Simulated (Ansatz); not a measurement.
Hg₂S₃ (the lowest singlet isomer of a short search) was relaxed with r2SCAN-D4 (def2-SVP) in Ansatz in these states: neutral quintet, neutral singlet, neutral triplet. The geometries follow in no particular order.

In the def2 sets Hg takes a core potential; there is no spin–orbit coupling.

A:

```csv
atom,x (Å),y (Å),z (Å)
Hg1,-1.889,-0.197,-0.918
Hg2,0.497,0.699,1.928
S3,-2.035,0.730,1.476
S4,1.640,-1.510,-0.900
S5,1.788,0.278,-1.585
```

B:

Cartesian coordinates in Å:
```
Hg -2.1156 -2.1625 -0.6086
Hg 0.9074 -0.0891 -0.3461
S 0.3498 -2.1254 -1.3758
S -0.4688 2.3669 1.5597
S 1.3272 2.0101 0.7708
```

C:

```xyz
5

Hg   -1.122    0.829    0.760
Hg    0.951   -1.241    0.276
S    -0.384   -0.927    2.321
S    -0.690    1.045   -1.689
S     1.245    0.295   -1.668
```

Question: Judge from the bond lengths which geometry belongs to which state (an estimate).

Answer: A is the neutral quintet (Hg1–S4 3.766 Å, Hg2–S5 3.766 Å, Hg1–Hg2 3.820 Å); B is the neutral triplet (Hg1–S4 5.285 Å, Hg2–S5 2.415 Å, Hg1–Hg2 3.675 Å); C is the neutral singlet (Hg1–S4 2.496 Å, Hg2–S5 2.495 Å, Hg1–Hg2 2.970 Å).

At PBE0-D4/def2-TZVP a singlet lies 1.56 eV below the neutral quintet. At PBE0-D4/def2-TZVP a singlet lies 0.16 eV below the neutral triplet. These are the stationary points nearest to one start from a short search; other shapes may lie lower in each state. The neutral quintet has come apart into loosely held pieces.
